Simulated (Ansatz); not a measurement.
System: sum formula H$_{7}$Si$_{3}$NOClF, net charge 0, singlet state. 
Geometry from a B3LYP-D3(BJ)/def2-TZVP (Ansatz, a quantum-chemistry and plane-wave program) optimisation:
```
Si
F 1 1.5904
O 1 1.6103 2 109.89
Si 3 1.6510 1 144.52 2 -84.75
N 1 1.6902 2 110.65 3 120.74
H 5 1.0110 1 114.22 2 -126.75
Si 5 1.7397 6 117.15 1 176.61
H 7 1.4766 5 106.61 6 -179.93
H 4 1.4767 3 107.17 1 168.54
H 4 1.4781 9 110.07 3 -118.93
H 4 1.4781 9 110.24 10 -121.41
H 7 1.4809 8 110.20 5 120.24
H 7 1.4813 8 110.00 12 119.10
Cl 1 2.0542 2 104.38 3 -117.81
```

Total electronic energies in hartree. Correlated levels leave the core frozen unless marked. No spin-orbit coupling. Non-relativistic. Basis-set limits of correlation are two-point, X^-3; Hartree-Fock from the larger set. [CCSD(T)-MP2]/basis is that difference in the basis named.

```csv
level,program,energy (Eh)
RI-HF/aug-cc-pV(Q+d)Z,Ansatz,-1559.62900
SVWN5/def2-TZVPD,Ansatz,-1556.53562
r2SCAN/def2-TZVPD,Ansatz,-1562.91718
r2SCAN-D4/def2-TZVPD,Ansatz + dftd4,-1562.92130
B97M-V/def2-TZVPD,Ansatz,-1562.72542
PBE0/def2-SVP,Ansatz,-1561.59575
BHLYP-D4/def2-TZVPD,Ansatz + dftd4,[?]
r2SCANh/def2-TZVPD,Ansatz,-1562.89959
CAM-B3LYP-D3(BJ)/def2-TZVPD,Ansatz + dftd3,-1563.11679
LC-wPBE-D3(BJ)/def2-TZVPD,Ansatz + dftd3,-1562.61937
wB97M-V/def2-TZVPD,Ansatz,-1562.98119
B2GP-PLYP/def2-TZVPD,Ansatz,-1562.29251
MP2/6-31G,Ansatz,-1559.58439
MP2/6-31G*,Ansatz,-1560.20492
MP2/cc-pV(D+d)Z,Ansatz,-1560.39237
SCS-MP2/6-31G,Ansatz,-1559.58258
CCSD/6-31G*,Ansatz,-1560.26373
CCSD/cc-pV(T+d)Z,Ansatz,-1560.89628
CCSD/cc-pV(Q+d)Z,Ansatz,-1561.02723
CCSD(T)/6-31G,Ansatz,-1559.63930
CCSD(T)/cc-pV(Q+d)Z,Ansatz,-1561.08091
"RI-MP2/CBS(cc-pV(T+d)Z,cc-pV(Q+d)Z)+[CCSD(T)-MP2]/cc-pV(T+d)Z",Ansatz,-1561.1605
"CCSD(T)/CBS(cc-pV(T+d)Z,cc-pV(Q+d)Z)",Ansatz,-1561.1552
```

Question: Fill in the missing entries.

Answer: 
- BHLYP-D4/def2-TZVPD, energy (Eh): -1563.06211
